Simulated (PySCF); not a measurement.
## I²⁺: excitation energy

I²⁺ [Kr] 4d10 5s2 5p3 (4S) → I²⁺ [Kr] 4d10 5s1 5p3 6s1 (6S), as a difference of total energies. All numbers are calculated (PySCF 2.14, scalar relativity through the core potential, in aug-cc-pVTZ-PP with ECP28MDF (6s5p4d2f, 55 functions)). Correlated levels: valence: 4s2 4p6 4d10 frozen. The calculations carry no spin-orbit coupling.

```
           method  excitation energy (eV)
              UHF                  21.589
              LDA                  24.322
              PBE                  23.973
             PBE0                  23.704
           r2SCAN                  23.717
           B2PLYP                  23.742
             BP86                  24.073
              M06                  24.680
            wB97X                  24.676
    MP2 (valence)                  22.609
SCS-MP2 (valence)                  23.070
```

Q: How much does correlation contribute at MP2 (valence)?

A: 22.609 − (21.589) = 1.020 eV, measured against UHF.

The promoted electron is Rydberg-like, and one or two diffuse shells describe it only roughly, which tends to raise the upper state.
